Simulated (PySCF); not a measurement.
**Fractional electron number in Ta- (tantalum, charge -1)**

The 5d alpha orbital of [Xe] 4f14 5d4 6s2 is emptied in steps (occupation f), with all orbitals relaxed, ending at [Xe] 4f14 5d3 6s2. Calculation: PySCF 2.14, in aug-cc-pVTZ-PP with ECP60MDF; a scalar-relativistic core potential. The exact energy is a straight line in f; departures are measured from the line between the end points of the same method.

```tsv
f	HSE06 (eV)
1	0.000
0.9	-0.183
0.7	-0.444
0.5	-0.547
0.3	-0.473
0.1	-0.207
0	0.000
```

| method | E(f=0) − E(f=1) (eV) | −ε at f=1 (eV) | −ε at f=0.5 (eV) |
| --- | --- | --- | --- |
| HSE06 | 0.487 | -1.494 | 0.402 |

Orbital energy along the path (eV):

```
  f   HSE06
  1   1.494
0.9   1.178
0.7   0.443
0.5  -0.402
0.3  -1.327
0.1  -2.309
  0  -2.808
```

At f = 1 the orbital energy is positive for HSE06: only the finite basis holds the electron.

Reference removal energy between the ground levels: 0.329 eV (measured; photodetachment measurements, as compiled on the Wikipedia data page of electron affinities). The calculation has no spin-orbit coupling. The determinant left behind need not be the lowest term of the ion.
